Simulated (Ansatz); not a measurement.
Reaction (cleavage of the Si–B bond): `NB(S)[SiH2][SiH3]` + `BN[SiH2]Cl` → `BN([SiH2][SiH3])[SiH2]Cl` + `NBS`

Calculated with Ansatz (gas phase, PBE0-D4/def2-TZVP geometries, no zero-point term in ΔE). CCSD(T)/CBS is the MP2 limit (def2-TZVPP, def2-QZVPP) plus CCSD(T) − MP2 in def2-TZVPP, frozen cores. Functionals use def2-TZVPP. B3LYP here is the variant with VWN-RPA as its local correlation; programs differ in this. One conformer a species, not always the lowest.

`NB(S)[SiH2][SiH3]`:

Z-matrix (Å, degrees):
```
Si
Si 1 2.340
B 1 2.021 2 110.1
H 1 1.495 2 108.5 3 -120.4
H 1 1.490 2 108.4 3 122.8
H 2 1.488 1 110.1 3 -62.4
H 2 1.489 1 111.6 3 177.0
H 2 1.489 1 110.0 3 56.9
S 3 1.812 1 116.6 2 69.0
N 3 1.394 1 120.2 2 -108.9
H 9 1.347 3 99.1 1 -177.8
H 10 1.007 3 124.1 1 177.7
H 10 1.005 3 122.3 1 -2.7
```

`BN[SiH2]Cl`:

Z-matrix (Å, degrees):
```
Si
N 1 1.730
Cl 1 2.055 2 111.1
H 1 1.480 2 110.0 3 117.1
H 1 1.475 2 108.1 3 -119.1
B 2 1.403 1 125.7 3 106.7
H 2 1.011 1 117.1 3 -71.9
H 6 1.197 2 118.7 1 0.6
H 6 1.196 2 119.6 1 -179.7
```

`BN([SiH2][SiH3])[SiH2]Cl`:

```xyz
15

B     1.159   -1.218   -1.024
N     0.693   -0.601    0.157
Si    0.418    1.148    0.146
Si   -1.513    1.682   -1.063
Si    0.345   -1.532    1.578
Cl   -1.658   -1.378    2.020
H     1.388   -0.539   -1.987
H     1.325   -2.404   -1.058
H     0.272    1.569    1.567
H     1.615    1.814   -0.427
H    -1.682    3.159   -1.113
H    -1.393    1.162   -2.451
H    -2.704    1.074   -0.417
H     1.070   -0.985    2.745
H     0.665   -2.951    1.327
```

`NBS`:

Cartesian coordinates in Å:
```
N -0.061 -0.320 1.133
B -0.063 -0.190 -0.252
S 0.379 1.397 -1.017
H 0.175 0.422 1.771
H -0.300 -1.183 1.586
H -0.356 -1.123 -0.936
H 0.225 0.997 -2.285
```

Task: Is it downhill or uphill in electronic energy at CCSD(T)/CBS, and by how much? (Best estimate.)

Result: Ansatz gave: Downhill: ΔE = -49.8 kJ/mol.

Task: What do these levels give: r2SCAN-D4, PBE0-D4, ωB97M-V, PBE, r2SCAN, B3LYP, HF/def2-TZVPP, MP2/def2-TZVPP, HF/def2-QZVPP, MP2/def2-QZVPP, SCS-MP2/def2-QZVPP, HF/CBS(def2)? (Best estimate.)

Result: Ansatz gave: r2SCAN-D4 -42.1, PBE0-D4 -38.4, ωB97M-V -51.1, PBE -27.1, r2SCAN -40.5, B3LYP -40.4, HF/def2-TZVPP -58.0, MP2/def2-TZVPP -55.0, HF/def2-QZVPP -59.7, MP2/def2-QZVPP -55.9, SCS-MP2/def2-QZVPP -56.8, HF/CBS(def2) -59.9 kJ/mol.

Largest T1 diagnostic among the species: 0.014.

From PBE to PBE0 (25 % exact exchange), in def2-TZVPP and without D4, ΔE moves by −6.5 kJ/mol. The D4 term adds −8.4 kJ/mol with B3LYP and −4.8 kJ/mol with PBE0; it sums over pairs of atoms, weighted by their polarisabilities, and B3LYP, whose exchange is more repulsive, gets the larger term.
